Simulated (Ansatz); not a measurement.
Correlation energies of `C=CB(S)[SiH2]F` by basis set

Z-matrix (Å, degrees):
```
Si
F 1 1.611
B 1 2.019 2 108.8
H 1 1.489 2 107.3 3 -120.0
H 1 1.487 2 107.2 3 123.8
C 3 1.545 1 120.1 2 -24.5
S 3 1.776 1 116.1 2 157.8
C 6 1.335 3 124.3 1 -140.3
H 6 1.089 3 118.0 1 33.0
H 7 1.348 3 99.3 1 180.0
H 8 1.086 6 122.1 3 174.5
H 8 1.087 6 121.8 3 -3.2
```

The species carries charge 0 and has multiplicity 1. The structure was optimised at the PBE0-D4/def2-TZVP level. It is one conformer, not always the lowest. Frozen core, restricted reference, the Gaussian-basis code of Ansatz. CBS rows extrapolate triple and quadruple zeta; past MP2 they add the triple-zeta difference.

| basis | HF (Eh) | MP2 corr. | CCSD corr. | (T) | CCSD(T) total |
| --- | --- | --- | --- | --- | --- |
| def2-TZVPP | -889.98979 | -0.96478 | -1.02163 | -0.04287 | -891.05429 |
| def2-QZVPP | -890.01920 | -1.04091 | – | – | – |
| CBS(def2) | -890.02326 | -1.09730 | -1.15414 | as TZ | -891.22027 |
